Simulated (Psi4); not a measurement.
Cl$_{4}$Ge, charge +1, doublet, geometry from GFN2-xTB (a state made from the parent by changing its charge; the spin is typed, not shown lowest); PBE/def2-SVP (Psi4).

Here is a job for Psi4.
```
memory 2 GB

molecule {
1 2
Cl   -0.94911589   -1.52714720   -1.17575110
Ge   -0.00000000   -0.00000000    0.00000000
Cl    2.10292203   -0.41368165    0.14824520
Cl   -0.28957289    1.91039693   -0.93910666
Cl   -0.86423325    0.03043192    1.96661257
}

set {
  basis def2-svp
  reference uks
}

energy('pbe')
print_variables()
```

Write the output that Psi4 gives for this input, abridged.


```
   => Loading Basis Set <=

    Name: DEF2-SVP
    Role: ORBITAL
    Keyword: BASIS

         ---------------------------------------------------------
                                   SCF
               by Justin Turney, Rob Parrish, Andy Simmonett
                          and Daniel G. A. Smith
                              UKS Reference
         ---------------------------------------------------------

  ==> Geometry <==

    Molecular point group: c2v
    Full point group: Td

    Geometry (in Angstrom), charge = 1, multiplicity = 2:

       Center              X                  Y                   Z               Mass
    ------------   -----------------  -----------------  -----------------  -----------------
         CL          -0.000000000000     1.754117100721    -1.240348095544    34.968852682000
         GE          -0.000000000000     0.000000000000     0.000000000521    73.921177761000
         CL           1.754117103822     0.000000000000     1.240348094993    34.968852682000
         CL          -1.754117103822    -0.000000000000     1.240348094993    34.968852682000
         CL           0.000000000000    -1.754117100721    -1.240348095544    34.968852682000

  Running in c2v symmetry.

  Rotational constants: A =      0.03917  B =      0.03917  C =      0.03917 [cm^-1]
  Rotational constants: A =   1174.24484  B =   1174.24484  C =   1174.24484 [MHz]
  Nuclear repulsion =  797.543089198794405

  Charge       = 1
  Multiplicity = 2
  Electrons    = 99
  Nalpha       = 50
  Nbeta        = 49

  ==> Algorithm <==

  SCF Algorithm Type is DF.
  DIIS enabled.
  MOM disabled.
  Fractional occupation disabled.
  Guess Type is SAD.
  Energy threshold   = 1.00e-06
  Density threshold  = 1.00e-06
  Integral threshold = 1.00e-12

  ==> Primary Basis <==

  Basis Set: DEF2-SVP
    Blend: DEF2-SVP
    Number of shells: 44
    Number of basis functions: 104
    Number of Cartesian functions: 111
    Spherical Harmonics?: true
    Max angular momentum: 2

  ==> DFT Potential <==

   => LibXC <=

    Version 7.1.2
    S. Lehtola, C. Steigemann, M. J. T. Oliveira, and M. A. L. Marques,  SoftwareX 7, 1–5 (2018) (10.1016/j.softx.2017.11.002)

   => Composite Functional: PBE <=

    PBE GGA Exchange-Correlation Functional

    J.P. Perdew et. al., Phys. Rev. Lett., 77(18), 3865-3868, 1996

    Deriv               =              1
    GGA                 =           TRUE
    Meta                =          FALSE

    Exchange Hybrid     =          FALSE
    MP2 Hybrid          =          FALSE

   => Exchange Functionals <=

    1.0000     XC_GGA_X_PBE

   => Correlation Functionals <=

    1.0000     XC_GGA_C_PBE

   => LibXC Density Thresholds  <==

    XC_GGA_C_PBE:  1.00E-12
    XC_GGA_X_PBE:  1.00E-15

   => Molecular Quadrature <=

    Radial Scheme          =       TREUTLER
    Pruning Scheme         =           NONE
    Nuclear Scheme         =       TREUTLER

    Blocking Scheme        =         OCTREE
    BS radius alpha        =              1
    Pruning alpha          =              1
    Radial Points          =             75
    Spherical Points       =            302
    Total Points           =         104505
    Total Blocks           =            883
    Max Points             =            256
    Max Functions          =             92
    Weights Tolerance      =       1.00E-15

   => Loading Basis Set <=

    Name: (DEF2-SVP AUX)
    Role: JKFIT
    Keyword: DF_BASIS_SCF

  ==> Integral Setup <==

  SCF_SUBTYPE=INCORE selected. In-core MEM_DF algorithm will be used.
  Using in-core AOs.

  ==> MemDFJK: Density-Fitted J/K Matrices <==

    J tasked:                   Yes
    K tasked:                    No
    wK tasked:                   No
    Algorithm:                 Core
    Schwarz Cutoff:           1E-12
    Mask sparsity (%):       6.1760
    Fitting Condition:        1E-10

   => Auxiliary Basis Set <=

  Basis Set: (DEF2-SVP AUX)
    Blend: DEF2-UNIVERSAL-JKFIT
    Number of shells: 212
    Number of basis functions: 778
    Number of Cartesian functions: 991
    Spherical Harmonics?: true
    Max angular momentum: 5

  Minimum eigenvalue in the overlap matrix is 1.7833630930E-02.
  Reciprocal condition number of the overlap matrix is 5.4119518419E-03.
    Using symmetric orthogonalization.

  ==> Pre-Iterations <==

  SCF Guess: Superposition of Atomic Densities via on-the-fly atomic UHF (no occupation information).

   -------------------------
    Irrep   Nso     Nmo
   -------------------------
     A1        41      41
     A2        13      13
     B1        25      25
     B2        25      25
   -------------------------
    Total     104     104
   -------------------------

  ==> Iterations <==

                           Total Energy        Delta E     RMS |[F,P]|

   @DF-UKS iter SAD: -3913.01810621076083   -3.91302e+03   0.00000e+00
    Occupation by irrep:
             A1    A2    B1    B2
    DOCC [    20,    5,   12,   12 ]
    SOCC [     1,    0,    0,    0 ]
    NA   [    21,    5,   12,   12 ]
    NB   [    20,    5,   12,   12 ]

   @DF-UKS iter   1: -3914.26143002829303   -1.24332e+00   4.43898e-02 DIIS/ADIIS
    Occupation by irrep:
             A1    A2    B1    B2
    DOCC [    21,    5,   11,   12 ]
    SOCC [     0,    0,    1,    0 ]
    NA   [    21,    5,   12,   12 ]
    NB   [    21,    5,   11,   12 ]

   @DF-UKS iter   2: -3905.91149704908094    8.34993e+00   1.26894e-01 ADIIS
    Occupation by irrep:
             A1    A2    B1    B2
    DOCC [    21,    5,   12,   11 ]
    SOCC [     0,    0,    0,    1 ]
    NA   [    21,    5,   12,   12 ]
    NB   [    21,    5,   12,   11 ]

   @DF-UKS iter   3: -3915.17981185437020   -9.26831e+00   2.83675e-02 DIIS/ADIIS
    Occupation by irrep:
             A1    A2    B1    B2
    DOCC [    21,    5,   11,   12 ]
    SOCC [     0,    0,    1,    0 ]
    NA   [    21,    5,   12,   12 ]
    NB   [    21,    5,   11,   12 ]

[...]
   @DF-UKS iter  74: -3915.64699178942283    8.03985e-04   2.70530e-03 DIIS/ADIIS
    Occupation by irrep:
             A1    A2    B1    B2
    DOCC [    21,    5,   12,   11 ]
    SOCC [     0,    0,    0,    1 ]
    NA   [    21,    5,   12,   12 ]
    NB   [    21,    5,   12,   11 ]

   @DF-UKS iter  75: -3915.66076325395807   -1.37715e-02   1.74181e-03 DIIS/ADIIS
   @DF-UKS iter  76: -3915.64875638746071    1.20069e-02   2.59176e-03 DIIS/ADIIS
   @DF-UKS iter  77: -3915.64742915908801    1.32723e-03   2.66423e-03 DIIS/ADIIS
   @DF-UKS iter  78: -3915.64589579118001    1.53337e-03   2.74545e-03 DIIS/ADIIS
   @DF-UKS iter  79: -3915.64986725457948   -3.97146e-03   2.51680e-03 DIIS/ADIIS
   @DF-UKS iter  80: -3915.65063225475751   -7.65000e-04   2.47992e-03 DIIS/ADIIS
   @DF-UKS iter  81: -3915.65459019858963   -3.95794e-03   2.21906e-03 DIIS/ADIIS
    Occupation by irrep:
             A1    A2    B1    B2
    DOCC [    21,    5,   11,   12 ]
    SOCC [     0,    0,    1,    0 ]
    NA   [    21,    5,   12,   12 ]
    NB   [    21,    5,   11,   12 ]

   @DF-UKS iter  82: -3915.65596215306277   -1.37195e-03   2.11638e-03 DIIS/ADIIS
    Occupation by irrep:
             A1    A2    B1    B2
    DOCC [    21,    5,   12,   11 ]
    SOCC [     0,    0,    0,    1 ]
    NA   [    21,    5,   12,   12 ]
    NB   [    21,    5,   12,   11 ]

   @DF-UKS iter  83: -3915.65871206746669   -2.74991e-03   1.90421e-03 DIIS/ADIIS
    Occupation by irrep:
             A1    A2    B1    B2
    DOCC [    21,    5,   11,   12 ]
    SOCC [     0,    0,    1,    0 ]
    NA   [    21,    5,   12,   12 ]
    NB   [    21,    5,   11,   12 ]

   @DF-UKS iter  84: -3915.65501900012850    3.69307e-03   2.18649e-03 DIIS/ADIIS
    Occupation by irrep:
             A1    A2    B1    B2
    DOCC [    21,    5,   12,   11 ]
    SOCC [     0,    0,    0,    1 ]
    NA   [    21,    5,   12,   12 ]
    NB   [    21,    5,   12,   11 ]

   @DF-UKS iter  85: -3915.64712686028906    7.89214e-03   2.67839e-03 DIIS/ADIIS
   @DF-UKS iter  86: -3915.65815469274139   -1.10278e-02   1.95429e-03 DIIS/ADIIS
   @DF-UKS iter  87: -3915.65626520916430    1.88948e-03   2.09562e-03 DIIS/ADIIS
    Occupation by irrep:
             A1    A2    B1    B2
    DOCC [    21,    4,   12,   12 ]
    SOCC [     0,    1,    0,    0 ]
    NA   [    21,    5,   12,   12 ]
    NB   [    21,    4,   12,   12 ]

   @DF-UKS iter  88: -3915.65885325905128   -2.58805e-03   1.90093e-03 DIIS/ADIIS
    Occupation by irrep:
             A1    A2    B1    B2
    DOCC [    21,    5,   12,   11 ]
    SOCC [     0,    0,    0,    1 ]
    NA   [    21,    5,   12,   12 ]
    NB   [    21,    5,   12,   11 ]

   @DF-UKS iter  89: -3915.67100936718225   -1.21561e-02   4.81200e-04 DIIS/ADIIS
    Occupation by irrep:
             A1    A2    B1    B2
    DOCC [    21,    5,   11,   12 ]
    SOCC [     0,    0,    1,    0 ]
    NA   [    21,    5,   12,   12 ]
    NB   [    21,    5,   11,   12 ]

   @DF-UKS iter  90: -3915.65693987134409    1.40695e-02   2.04211e-03 DIIS/ADIIS
   @DF-UKS iter  91: -3915.65843673292784   -1.49686e-03   1.93494e-03 DIIS/ADIIS
   @DF-UKS iter  92: -3915.65817473559127    2.61997e-04   1.96091e-03 DIIS/ADIIS
    Occupation by irrep:
             A1    A2    B1    B2
    DOCC [    21,    5,   12,   11 ]
    SOCC [     0,    0,    0,    1 ]
    NA   [    21,    5,   12,   12 ]
    NB   [    21,    5,   12,   11 ]

   @DF-UKS iter  93: -3915.65828997498102   -1.15239e-04   1.95218e-03 DIIS/ADIIS
    Occupation by irrep:
             A1    A2    B1    B2
    DOCC [    21,    5,   11,   12 ]
    SOCC [     0,    0,    1,    0 ]
    NA   [    21,    5,   12,   12 ]
    NB   [    21,    5,   11,   12 ]

   @DF-UKS iter  94: -3915.65988088316726   -1.59091e-03   1.82104e-03 DIIS/ADIIS
   @DF-UKS iter  95: -3915.65643385914063    3.44702e-03   2.09436e-03 DIIS/ADIIS
   @DF-UKS iter  96: -3915.65610105553196    3.32804e-04   2.11893e-03 DIIS/ADIIS
   @DF-UKS iter  97: -3915.65717232956149   -1.07127e-03   2.03866e-03 DIIS/ADIIS
   @DF-UKS iter  98: -3915.65748803234055   -3.15703e-04   2.01350e-03 DIIS/ADIIS
    Occupation by irrep:
             A1    A2    B1    B2
    DOCC [    21,    5,   12,   11 ]
    SOCC [     0,    0,    0,    1 ]
    NA   [    21,    5,   12,   12 ]
    NB   [    21,    5,   12,   11 ]

   @DF-UKS iter  99: -3915.65834665002239   -8.58618e-04   1.94775e-03 DIIS/ADIIS
   @DF-UKS iter 100: -3915.64351670065571    1.48299e-02   2.89295e-03 DIIS/ADIIS

PsiException: Could not converge SCF iterations in 100 iterations.

  Failed to converge.

Traceback (most recent call last):
  File "psi4", line 375, in <module>
  File "<string>", line 26, in <module>
  File "site-packages/psi4/driver/driver.py", line 533, in energy
  File "site-packages/psi4/driver/procrouting/proc.py", line 2760, in run_scf
  File "site-packages/psi4/driver/procrouting/proc.py", line 2047, in scf_helper
  File "site-packages/psi4/driver/procrouting/scf_proc/scf_iterator.py", line 93, in scf_compute_energy
  File "site-packages/psi4/driver/procrouting/scf_proc/scf_iterator.py", line 86, in scf_compute_energy
  File "site-packages/psi4/driver/procrouting/scf_proc/scf_iterator.py", line 609, in scf_iterate

psi4.driver.p4util.exceptions.SCFConvergenceError: Could not converge SCF iterations in 100 iterations.

Printing out the relevant lines from the Psithon --> Python processed input file:
    Cl   -0.86423325    0.03043192    1.96661257
    """)
    core.IO.set_default_namespace("")
    core.set_global_option("BASIS", "def2-svp")
    core.set_global_option("REFERENCE", "uks")
--> energy('pbe')
    print_variables()

!-------------------------------------------------------!
!                                                       !
!  Could not converge SCF iterations in 100 iterations. !
!                                                       !
!-------------------------------------------------------!
```

Convergence was not reached.
